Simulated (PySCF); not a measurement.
## Spinor energies of Co²²⁺ (cobalt, charge +22)

Start: [He] 2s2 2p1; 2p1/2 filled at m_j = +1/2. Calculated with PySCF 2.14 in an uncontracted even-tempered set (17 s from 6.1 bohr⁻², ratio 2.4; 11 p from 7.9 bohr⁻², ratio 2.4; 5 d from 27 bohr⁻², ratio 2.6; 4 f from 41 bohr⁻², ratio 2.6): generalised Hartree-Fock with the X2C-1e Hamiltonian and a Gaussian nucleus; one run each with spin-orbit coupling (SO) switched off, then screened by Boettger's factors.

```tsv
spinor shell	electrons	ε, spin-free (eV)	ε, screened SO (eV)	weight of nominal j (screened SO)	rms radius, screened SO (bohr)
1s1/2	2	-9113.4	-9112.3	1.000	0.0643
2s1/2	2	-2012.8	-2012.5	1.000	0.255
2p1/2	1	-1952.8	-1964.9	1.000	0.220
```

```csv
quantity,spin-free,screened SO
E (hartree),-950.03599,-950.48227
M_J,1/2,1/2
⟨J²⟩,1.116,0.750
⟨L²⟩,2.000,2.000
⟨S²⟩,0.750,0.750
```

Each row is a mean over spinors that exchange with the open shell spreads, by up to 6.825 eV (2s1/2).

Without spin-orbit coupling the j labels of p, d and f shells carry no meaning; the spin-free column gives the mean over the occupied spinors of each nl shell, and its ⟨J²⟩ belongs to a mixture of degenerate components.
